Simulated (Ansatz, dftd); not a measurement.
Species: CH$_{5}$OSi, charge 0, doublet. CH5OSi (SMILES [SiH3]C[O], doublet).
B3LYP-D3(BJ)/def2-TZVP minimum from Ansatz (a first-principles code):
```
Si
H 1 1.4750
H 1 1.4750 2 111.32
H 1 1.4818 2 110.76 3 123.70
C 1 1.9528 2 108.94 4 116.14
O 5 1.3234 1 103.41 2 60.81
H 5 1.1048 6 115.98 1 -113.21
H 5 1.1048 7 111.41 6 135.62
```
Charge 0, spin multiplicity 2.

Wanted: atomisation energy (electronic, to ground-state atoms), in kcal/mol. Radicals and triplets start from unrestricted determinants; spin-orbit coupling is neglected. Cores are frozen in correlated methods. Rows without X2C or -DK are non-relativistic. CBS(X,Y): correlation extrapolated as X^-3, Hartree-Fock from the larger set. A bracket is a step between two methods taken in the basis named. The functionals are non-relativistic, so their misses hold any scalar relativity. Double hybrids freeze cores in their MP2 part. 'core' is core correlation in cc-pwCVTZ (1s frozen past Ne), 'X2C' scalar relativity in cc-pVTZ-DK, both at CCSD(T). Where a partner has so few electrons that a lower coupled-cluster level is exact, that level stands in.

```tsv
level	program	atomisation energy (kcal/mol)	difference against the last row
PBE/def2-TZVPD	Ansatz	622.8	7.3
B3LYP-D3(BJ)/def2-TZVPD	Ansatz + dftd3	619.2	3.7
PBE0-D4/def2-TZVPD	Ansatz + dftd4	614.0	-1.5
r2SCANh-D4/def2-TZVPD	Ansatz + dftd4	615.6	0.1
CAM-B3LYP-D4/def2-TZVPD	Ansatz + dftd4	620.2	4.7
B2PLYP-D3(BJ)/def2-TZVPD	Ansatz + dftd3	608.8	-6.7
B2GP-PLYP-D4/def2-TZVPD	Ansatz + dftd4	604.6	-10.9
CCSDT(Q)/cc-pV(D+d)Z	Ansatz	564.7	-50.8
CCSD(T)/CBS(cc-pV(T+d)Z,cc-pV(Q+d)Z) + [CCSDT(Q) - CCSD(T)]/cc-pV(D+d)Z + core + X2C	Ansatz	615.5	0.0
```
